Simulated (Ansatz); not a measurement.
SnClF₃. Charge 0, multiplicity 3. Geometry PBE-D4/def2-SVP, that of the neutral singlet; atoms count from 1.

Cartesian coordinates in Å:
```
Sn 0.043 0.007 -0.002
Cl -2.245 -0.363 0.122
F 0.625 0.189 -1.835
F 1.033 -1.454 0.784
F 0.543 1.622 0.932
```

In the def2 sets Sn takes a core potential; there is no spin–orbit coupling. At PBE0-D4/def2-TZVP a singlet of charge 0 lies 5.02 eV below the triplet at the same geometry.

Problem. Estimate the Mulliken populations from the PBE0/def2-TZVP orbitals of Ansatz.

Solution. 
```json
{"atom": "Sn1", "charge (e)": "1.15", "spin (α − β)": "0.66"}
{"atom": "Cl2", "charge (e)": "0.19", "spin (α − β)": "1.01"}
{"atom": "F3", "charge (e)": "-0.43", "spin (α − β)": "0.14"}
{"atom": "F4", "charge (e)": "-0.46", "spin (α − β)": "0.10"}
{"atom": "F5", "charge (e)": "-0.46", "spin (α − β)": "0.10"}
```
Mulliken values depend strongly on the basis.

Problem. Where does the spin sit?

Solution. Summed by element: Sn 0.66, Cl 1.01, F 0.34, of 2 unpaired in all. Largest on single atoms: Cl2 1.01, Sn1 0.66, F3 0.14.

Problem. And the Mayer bond orders between heavy atoms (over 0.3)?

Solution. Sn1–Cl2 0.39 (2.32 Å); Sn1–F3 0.76 (1.93 Å); Sn1–F4 0.79 (1.93 Å); Sn1–F5 0.79 (1.93 Å).
